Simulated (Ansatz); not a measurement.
FH6NSSi2 can be A, `N[Si](F)([SiH3])S`, or B, `N[SiH2]S[SiH2]F`.

Program: Ansatz. Geometries: PBE0-D4/def2-TZVP. ΔE: electronic, gas phase. CBS: MP2 limit from def2 TZ/QZ plus the TZ coupled-cluster correction, frozen cores. Functionals use def2-TZVPP. B3LYP here is the variant with VWN-RPA as its local correlation; programs differ in this. One conformer a species, not always the lowest.

(1) Which is lower in electronic energy at CCSD(T)/CBS, and by how much? (An estimate is asked.)

(2) Give E(B) − E(A) in kcal/mol with PBE-D4, r2SCAN-D4, B3LYP, HF/def2-TZVPP, CCSD/def2-TZVPP, B2PLYP, MP2/def2-TZVPP. (Estimate.)

Largest T1 diagnostic: 0.012.

## Answers

(1) The calculation gave: B, by 12.8 kcal/mol.

(2) Ansatz gave: PBE-D4 -9.7, r2SCAN-D4 -11.8, B3LYP -11.6, HF/def2-TZVPP -14.3, CCSD/def2-TZVPP -12.2, B2PLYP -12.8, MP2/def2-TZVPP -14.8. None reverses the order clearly.

From PBE to PBE0 (25 % exact exchange), in def2-TZVPP and without D4, E(B) − E(A) moves by −1.1 kcal/mol.
